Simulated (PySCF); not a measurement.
Point-charge models of `C#C[C@@]1(F)C[C@@H]1F` against its computed dipole.

Coordinates (GFN2-xTB, Å) and charges (e) from the PBE0/pcSseg-1 density (PySCF):

```json
{"atom": "C1", "x": "1.984", "y": "0.694", "z": "1.340", "Mulliken": "-0.3238", "IAO": "-0.2076", "Hirshfeld": "-0.0904", "ESP-fitted": "-0.3655"}
{"atom": "C2", "x": "1.214", "y": "0.324", "z": "0.500", "Mulliken": "+0.2496", "IAO": "-0.0503", "Hirshfeld": "-0.0508", "ESP-fitted": "-0.0698"}
{"atom": "C3", "x": "0.325", "y": "-0.117", "z": "-0.531", "Mulliken": "+0.1425", "IAO": "+0.2682", "Hirshfeld": "+0.0904", "ESP-fitted": "+0.3061"}
{"atom": "F4", "x": "0.956", "y": "-0.390", "z": "-1.713", "Mulliken": "-0.2779", "IAO": "-0.2854", "Hirshfeld": "-0.0946", "ESP-fitted": "-0.1804"}
{"atom": "C5", "x": "-0.880", "y": "-0.966", "z": "-0.209", "Mulliken": "-0.2100", "IAO": "-0.3239", "Hirshfeld": "-0.0954", "ESP-fitted": "-0.3790"}
{"atom": "C6", "x": "-1.068", "y": "0.464", "z": "-0.609", "Mulliken": "+0.2163", "IAO": "+0.1576", "Hirshfeld": "+0.0491", "ESP-fitted": "+0.0859"}
{"atom": "F7", "x": "-1.605", "y": "0.722", "z": "-1.826", "Mulliken": "-0.2903", "IAO": "-0.2870", "Hirshfeld": "-0.0975", "ESP-fitted": "-0.1834"}
{"atom": "H8", "x": "2.647", "y": "1.017", "z": "2.085", "Mulliken": "+0.0540", "IAO": "+0.2089", "Hirshfeld": "+0.0993", "ESP-fitted": "+0.3041"}
{"atom": "H9", "x": "-1.139", "y": "-1.707", "z": "-0.951", "Mulliken": "+0.1661", "IAO": "+0.1853", "Hirshfeld": "+0.0668", "ESP-fitted": "+0.1934"}
{"atom": "H10", "x": "-1.058", "y": "-1.255", "z": "0.815", "Mulliken": "+0.1523", "IAO": "+0.1731", "Hirshfeld": "+0.0627", "ESP-fitted": "+0.1641"}
{"atom": "H11", "x": "-1.370", "y": "1.216", "z": "0.112", "Mulliken": "+0.1211", "IAO": "+0.1611", "Hirshfeld": "+0.0606", "ESP-fitted": "+0.1245"}
```

Task: Form Σ q r in debye for every column and set it beside the full dipole.

Result: The full density gives (-0.49, -0.21, 2.77) D, 2.82 D in size; dipole vectors point from the negative to the positive end.

```csv
scheme,μx,μy,μz,size (D),share of the full size (%),angle to the full dipole (°)
Mulliken,-2.46,-1.11,3.01,4.04,143,31
IAO,-0.69,-0.13,4.60,4.65,165,3
Hirshfeld,-0.37,-0.13,1.62,1.67,59,3
ESP-fitted,-0.51,-0.21,2.79,2.85,101,0
```

Task: Which set comes closest?

Result: Length of the difference vector: ESP-fitted 0.03 D, Hirshfeld 1.16 D, IAO 1.84 D, Mulliken 2.18 D. Closest: ESP-fitted. ESP charges are fitted to the potential around the molecule, whose slowest-falling term is the dipole's. The schemes that divide the density aren't constrained to reproduce the dipole.

Task: What is left for the Hirshfeld atoms' own dipoles?

Result: The shares of the density sum to the whole, so what Σ q r misses lies in dipoles about the nuclei. The atomic dipoles sum to (-0.49, -0.21, 2.77) − (-0.37, -0.13, 1.62) = (-0.12, -0.08, 1.15) D, 1.16 D in size.

Task: With the origin at the mean of the coordinates, (0.000, 0.000, -0.090) Å, which are the largest single terms, by size, of the Hirshfeld dipole along the direction of the full one?

Result: F4 +0.79, H8 +0.76, F7 +0.69, C1 -0.44, H10 +0.35 D; all 11 atoms together +1.66 D. The single terms depend on the origin, their sum doesn't.

Task: Give the size of the full dipole in other units.

Result: 2.82 D = 1.111 au = 0.588 e·Å = 9.42 × 10⁻³⁰ C·m.

Geometry: GFN2-xTB; no solvent, vibrations or thermal averaging.

The run behind these numbers computed NMR shieldings as well. Time: 24 s; peak memory 0.66 GiB. Hardware: an Arm Neoverse N1 with one thread, shared host with 64 logical CPUs at a one-minute load of 60.
